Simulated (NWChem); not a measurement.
A series in which one site is exchanged, each optimised at PBE0/def2-SVP with NWChem, gas phase unless a solvent is named. This build's default masses of Se (78.918 u) and Br (79.917 u) are each other's, which moves their modes by up to 0.6 %. Some are not confirmed as minima by frequencies. def2 effective core potentials on I; no spin-orbit coupling.

A: F[Si](F)(Cl)Br (SiBrClF$_{2}$; site = Br)
B: F[Si](F)(Cl)Cl (SiCl2F2; site = Cl)
C: F[Si](F)(Cl)I (SiIClF₂; site = I)
D: F[SiH](F)Cl (SiHClF2; site = H)

Values for A:

- dipole (D), PBE0/def2-SVP: 0.86
- orbital gap (eV), PBE0/def2-SVP: 9.02
- static polarisability, PBE/def2-SVPD (bohr³): 59.4
- lowest singlet excitation, PBE/def2-SVPD, TDA (eV): 6.49

Task: How do these values change for the other members?

Result: 
```
change from A                                           B      C      D
--------------------------------------------------  -----  -----  -----
dipole (D), PBE0/def2-SVP                           -0.15  +0.25  +0.50
orbital gap (eV), PBE0/def2-SVP                     +1.01  -1.60  +1.96
static polarisability, PBE/def2-SVPD (bohr³)         -7.9  +13.9  -19.6
lowest singlet excitation, PBE/def2-SVPD, TDA (eV)  +0.75  -1.17  +1.67
```
